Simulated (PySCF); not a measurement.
## Excitation energy of Kr⁺ by level of theory

Kr⁺ [Ar] 3d10 4s2 4p5 (2P) → Kr⁺ [Ar] 3d10 4s2 4p4 4d1 (high-spin determinant), as a difference of total energies. All numbers are calculated (PySCF 2.14, a scalar-relativistic core potential, in aug-cc-pwCVDZ-PP with ECP10MDF). Correlated levels: valence: 3s2 3p6 3d10 frozen. The calculations carry no spin-orbit coupling.

```json
{"method": "UHF", "excitation energy (eV)": "14.909"}
{"method": "MP2 (valence)", "excitation energy (eV)": "15.696"}
{"method": "SCS-MP2 (valence)", "excitation energy (eV)": "15.677"}
{"method": "CCSD (valence)", "excitation energy (eV)": "15.499"}
{"method": "CCSD(T) (valence)", "excitation energy (eV)": "15.424"}
```

Q: How much does correlation contribute at CCSD(T) (valence)?

A: 15.424 − (14.909) = 0.515 eV, measured against UHF.

The promoted electron is Rydberg-like, and one or two diffuse shells describe it only roughly, which tends to raise the upper state.

The coupled-cluster amplitudes are large for the upper state (T1 above 0.03 or a double amplitude above 0.15), so a single reference is strained.

The determinant of the upper state mixes LS terms, which raises its energy above the lowest term, most at the Hartree-Fock and MP2 levels.
